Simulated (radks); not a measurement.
The numbers below are computed, except where a source is named.
Si+, configuration [Ne] 3s2 3p1.

Level of theory: non-relativistic Kohn-Sham, BLYP, spin-unpolarised, spherical densities, point nucleus (a radial shooting solver on a logarithmic mesh with Libxc functionals).

Energy parts (eV):
part                      energy
total                  -7866.412
kinetic                 7855.560
electron-nucleus      -18628.960
Hartree                 3465.742
exchange-correlation    -558.754

Orbitals (lengths in bohr, moments of r in powers of bohr; <r^-3> diverges for s and p1/2; r(max) is where P^2 peaks):
orbital  occ.  eigenvalue (eV)   r(max)      <r^4>    <r^2>  <r^-3>
1s          2        -1792.138  0.07297  0.0007270  0.01677       -
2s          2        -148.1387   0.4559     0.2804   0.3888       -
2p          6        -105.1071   0.3874     0.2983   0.3653   48.04
3s          2         -18.8561    1.737      39.50    4.889       -
3p          1         -11.5284    2.014      89.68    7.154   3.140

The highest occupied level is 3p at -11.528 eV. Summed over all electrons, <r^2> = 19.93 bohr^2, which gives a Langevin (diamagnetic) susceptibility term of -15.8 x 10^-6 cm^3/mol. The electron density at the nucleus is 1772 e/bohr^3. The density falls to 0.001 e/bohr^3 at r = 3.94 bohr. For comparison, the ionisation energy in NIST's Atomic Spectra Database is 16.346 eV (measured). In exact Kohn-Sham theory the highest level is minus the ionisation energy, but local and semilocal functionals leave it too shallow, through self-interaction and a potential that decays too fast; potentials with the right tail come closer. Virial ratio -V/T = 2.00138.

Beside tabulated values, note that spin-unpolarised runs miss the spin-polarisation part of the exchange energy of open shells.
